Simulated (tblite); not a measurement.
Species: C6H13P.
Geometry (GFN2-xTB, Å), atoms numbered from 1 in this order:
```xyz
20
C6H13P angstrom
C      2.502   -0.771   -0.357
C      1.044   -0.853    0.076
C      0.217    0.234   -0.597
P      0.628    1.948    0.094
C     -0.982    1.467    0.925
C     -1.249    0.371   -0.118
C     -1.951   -0.876    0.393
H      3.101   -1.515    0.163
H      2.594   -0.937   -1.428
H      2.900    0.217   -0.129
H      0.988   -0.740    1.162
H      0.639   -1.834   -0.183
H      0.324    0.147   -1.682
H     -0.007    2.620   -0.967
H     -0.780    1.047    1.912
H     -1.733    2.249    1.023
H     -1.841    0.792   -0.937
H     -2.022   -1.623   -0.394
H     -1.420   -1.309    1.237
H     -2.959   -0.623    0.718
```

Calculated harmonic vibrations of the isolated species, GFN2-xTB (tblite), most abundant isotopes, no scaling. The method is semi-empirical: single wavenumbers can be off by several per cent or more. Modes of hydrogen on phosphorus can be 10 to 20 % off. One conformer, not necessarily the lowest.

Harmonic wavenumbers (cm⁻¹): 98.8, 122.3, 172.3, 215.0, 222.0, 264.2, 322.2, 387.4, 444.4, 566.3, 672.0, 708.4, 750.6, 812.5, 838.7, 871.1, 915.0, 937.7, 979.1, 1007.2, 1034.5, 1056.1, 1093.5, 1119.2, 1140.7, 1162.2, 1184.1, 1193.2, 1248.0, 1276.0, 1288.0, 1327.7, 1345.0, 1408.1, 1412.9, 1449.2, 1484.0, 1496.6, 1499.0, 1500.2, 1506.7, 2209.3, 2920.6, 2933.6, 2956.3, 2967.7, 2972.5, 2993.5, 3013.1, 3023.8, 3028.8, 3029.7, 3036.7, 3044.1.

A = 2597, B = 1950, C = 1254 MHz; mass 116.075 u (most abundant isotopes); point group C1, symmetry number 1.

Problem. Zero-point energy?

Solution. Half the sum of the wavenumbers: 38331 cm⁻¹ = 109.59 kcal/mol.

Problem. Give the ideal-gas entropy at 298.15 K and 1 bar in the rigid-rotor, harmonic-oscillator model (classical rotation).

Solution. Translation 40.19, rotation 28.32, vibration 20.74: S = 89.2 cal/(mol K).

Problem. And Cp and H(298.15 K) − H(0)?

Solution. Cp = 34.11 cal/(mol K), of which vibrations give 26.16 (their classical limit is 54 R = 107.3); H(298.15 K) − H(0) = 5.96 kcal/mol without the zero-point energy, 3.59 from vibrations.

Problem. Blend soft modes into free rotors: weight 1/[1 + (100 cm⁻¹/ν̃)⁴] for the oscillator and the rest for a rotor with moment μB/(μ + B), μ = h/(8π²ν), B = 10⁻⁴⁴ kg m². What vibrational entropy results?

Solution. 20.32 cal/(mol K) in place of 20.74, which changes −T·S at 298.15 K by +0.13 kcal/mol.

Problem. How do the functions run with temperature in this model?

Solution. 
```tsv
T (K)	S (cal/(mol K))	Cp (cal/(mol K))	H − H(0) (kcal/mol)	G − H(0) (kcal/mol)	ln q(vib)
50	55.2	10.5	0.43	-2.33	0.10
100	64.1	15.8	1.09	-5.32	0.68
373.15	97.8	42.1	8.82	-27.66	5.93
500	111.8	54.3	14.95	-40.96	8.68
750	137.4	71.8	30.87	-72.18	14.27
1000	159.8	83.5	50.38	-109.39	19.73
```

q(vib) and H(0) count from the zero-point level.

Hindered rotation and anharmonicity are outside this model. Other conformers, if any are populated, would add a mixing term that is left out. The structure is chiral; the term R ln 2 for an equal mix with its mirror image is left out.

On Intel Xeon Platinum 8488C, one thread, shared host with 96 logical CPUs at a one-minute load of 57, this took 0.72 s. This covers the Hessian and the dipole derivatives.
